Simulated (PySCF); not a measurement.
Isomers of C4H10GeSi.

All values: B3LYP/def2-SVPD (PySCF) at PBE0-D3(BJ)/def2-SVP geometries, gas phase, one conformer each. Core orbitals are frozen in the response; Δα² is half the sum of the squared differences of the principal polarisabilities. The calculation is non-relativistic, for germanium too.

(1) Rank by mean static polarisability, lowest first.
A. `[CH:1]#[C:2][SiH2:3][C@@H:4]([CH3:5])[GeH3:6]` with C2–Si3–C4–C5 55°
B. `[CH:1]#[C:2][SiH2:3][GeH2:4][CH2:5][CH3:6]` with C2–Si3–Ge4–C5 -39°, Si3–Ge4–C5–C6 -54°
C. `[CH:1]#[C:2][GeH2:3][CH2:4][SiH2:5][CH3:6]` with C2–Ge3–C4–Si5 44°, Ge3–C4–Si5–C6 47°

(2) Rank by polarisability anisotropy Δα, highest first.
A. `[CH:1]#[C:2][SiH2:3][GeH2:4][CH2:5][CH3:6]` with C2–Si3–Ge4–C5 -39°, Si3–Ge4–C5–C6 -54°
B. `[CH:1]#[C:2][SiH2:3][C@@H:4]([CH3:5])[GeH3:6]` with C2–Si3–C4–C5 55°
C. `C[SiH](C)C#[C][GeH3]`
D. `[CH:1]#[C:2][GeH2:3][CH2:4][SiH2:5][CH3:6]` with C2–Ge3–C4–Si5 44°, Ge3–C4–Si5–C6 47°

(3) Rank by HOMO–LUMO gap, highest first.
A. `[CH:1]#[C:2][SiH2:3][GeH2:4][CH2:5][CH3:6]` with C2–Si3–Ge4–C5 -39°, Si3–Ge4–C5–C6 -54°
B. `[C]([GeH3])#C[SiH](C)C`
C. `[CH:1]#[C:2][SiH2:3][C@@H:4]([CH3:5])[GeH3:6]` with C2–Si3–C4–C5 55°
D. `[CH:1]#[C:2][GeH2:3][CH2:4][SiH2:5][CH3:6]` with C2–Ge3–C4–Si5 44°, Ge3–C4–Si5–C6 47°

Answers

(1) C (15.38 Å³), A (15.88 Å³), B (16.26 Å³).

(2) C (8.07 Å³), B (7.14 Å³), A (4.03 Å³), D (2.95 Å³).

(3) D (7.50 eV), C (7.31 eV), B (7.10 eV), A (6.86 eV).

All values together:

```tsv
SMILES	μ (D)	HOMO (eV)	LUMO (eV)	α (Å³)	Δα (Å³)	ΔSCF removal energy (eV)
C[SiH](C)C#[C][GeH3]	0.69	-7.57	-0.47	16.30	8.07	9.54
C#[C][GeH2][CH2][SiH2]C	0.45	-7.74	-0.24	15.38	2.95	9.72
C#C[SiH2][GeH2][CH2]C	1.09	-7.36	-0.49	16.26	4.03	9.26
C#C[SiH2][C@@H](C)[GeH3]	1.09	-7.74	-0.43	15.88	7.14	9.60
```

Conformers: `[CH:1]#[C:2][GeH2:3][CH2:4][SiH2:5][CH3:6]` with C2–Ge3–C4–Si5 44°, Ge3–C4–Si5–C6 47°; `[CH:1]#[C:2][SiH2:3][GeH2:4][CH2:5][CH3:6]` with C2–Si3–Ge4–C5 -39°, Si3–Ge4–C5–C6 -54°; `[CH:1]#[C:2][SiH2:3][C@@H:4]([CH3:5])[GeH3:6]` with C2–Si3–C4–C5 55°.
